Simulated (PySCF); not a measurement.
# Two-component Hartree-Fock for Cs²⁹⁺ (caesium, charge +29)

Start: [Ar] 3d8; 3d3/2 filled at m_j = -3/2, -1/2, +1/2, +3/2; 3d5/2 filled at m_j = -1/2, +1/2, +3/2, +5/2. Calculated with PySCF 2.14 in an uncontracted even-tempered set (16 s from 4.6 bohr⁻², ratio 2.8; 12 p from 6 bohr⁻², ratio 2.8; 8 d from 6 bohr⁻², ratio 2.8; 3 f from 24 bohr⁻², ratio 3): generalised Hartree-Fock with the X2C-1e Hamiltonian and a Gaussian nucleus; one run each with spin-orbit coupling (SO) switched off, then screened by Boettger's factors.

```tsv
spinor shell	electrons	ε, spin-free (eV)	ε, screened SO (eV)	weight of nominal j (screened SO)	rms radius, screened SO (bohr)
1s1/2	2	-37289.1	-37284.4	1.000	0.0298
2s1/2	2	-6872.8	-6871.1	1.000	0.121
2p1/2	2	-6276.7	-6526.3	1.000	0.104
2p3/2	4	-6276.7	-6164.2	1.000	0.110
3s1/2	2	-2237.9	-2237.4	1.000	0.309
3p1/2	2	-2040.1	-2096.9	0.996	0.300
3p3/2	4	-2040.1	-2014.1	0.998	0.311
3d3/2	4	-1773.8	-1783.1	0.960	0.278
3d5/2	4	-1773.8	-1766.3	0.970	0.281
```

```csv
quantity,spin-free,screened SO
E (hartree),-7298.84954,-7301.92169
M_J,4,4
⟨J²⟩,20.000,20.001
⟨L²⟩,12.000,12.546
⟨S²⟩,2.000,1.884
```

Each row is a mean over spinors that exchange with the open shell spreads, by up to 28.675 eV (3p3/2).

Breit and QED terms are absent; they matter most for the inner s and p1/2 levels.

Densities and radii are taken from the X2C orbitals without a picture-change correction, which distorts them close to the nucleus.

Without spin-orbit coupling the j labels of p, d and f shells carry no meaning; the spin-free column gives the mean over the occupied spinors of each nl shell.
